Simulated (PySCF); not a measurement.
How methods differ on the excitation energy of I

I [Kr] 4d10 5s2 5p5 (2P) → I [Kr] 4d10 5s1 5p5 5d1 (high-spin determinant), as a difference of total energies. Computed with PySCF 2.14 in aug-cc-pVQZ-DK3 (9s8p6d3f2g, 102 functions), with the spin-free X2C one-electron Hamiltonian (Gaussian nucleus). Correlated levels: valence: [Kr] 4d10 frozen. The calculations carry no spin-orbit coupling.

```tsv
method	excitation energy (eV)
UHF	19.851
LDA	19.360
PBE	18.993
PBE0	19.405
r2SCAN	19.312
wB97X	20.115
MN15	19.399
M06-2X	19.237
MP2 (valence)	18.894
SCS-MP2 (valence)	18.783
```

Problem. How much does correlation contribute at MP2 (valence)?

Solution. 18.894 − (19.851) = -0.957 eV, measured against UHF.

A first-order spin-orbit estimate (lowest level to lowest level, LS coupling) adds -0.020 eV.

The upper state lies above the first ionisation limit, where it may autoionise and the basis confines it.

The promoted electron is Rydberg-like, and one or two diffuse shells describe it only roughly, which tends to raise the upper state.

The determinant of the upper state mixes LS terms, which raises its energy above the lowest term, most at the Hartree-Fock and MP2 levels.
